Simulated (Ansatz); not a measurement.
Basis-set series for AlGeH$_{3}$INO (`[NH2][Ge]1([I])[O][AlH]1`). Charge 0, multiplicity 1. I: def2 effective core potential. All single points use the PBE0-D4/def2-TZVP geometry. It is one conformer, not always the lowest.

Z-matrix (Å, degrees):
```
Ge
I 1 2.541
O 1 1.883 2 111.7
N 1 1.821 2 103.7 3 119.3
Al 1 2.342 2 123.8 3 -50.5
H 4 1.010 1 114.7 2 -16.2
H 4 1.011 1 114.1 2 -145.1
H 5 1.574 1 166.8 2 -90.8
```

| functional | basis | functions | energy (Eh) | HOMO (eV) | LUMO (eV) |
| --- | --- | --- | --- | --- | --- |
| PBE0-D4 | def2-SVP | 119 | -2748.05645 | -6.47 | -1.76 |
| PBE0-D4 | def2-TZVPP | 244 | -2748.58200 | -6.55 | -1.87 |
| ωB97M-V | def2-SVP | 119 | -2748.36455 | -8.40 | -0.01 |
| ωB97M-V | def2-TZVPP | 244 | -2748.89311 | -8.51 | -0.18 |

Q: Give the rows for def2-QZVPP. (Estimate.)

A: Computed: 
```json
{"functional": "PBE0-D4", "basis": "def2-QZVPP", "functions": "445", "energy (Eh)": "-2748.64343", "HOMO (eV)": "-6.58", "LUMO (eV)": "-1.91"}
{"functional": "ωB97M-V", "basis": "def2-QZVPP", "functions": "445", "energy (Eh)": "-2748.95224", "HOMO (eV)": "-8.54", "LUMO (eV)": "-0.32"}
```

Scalar relativity is left out up to krypton.
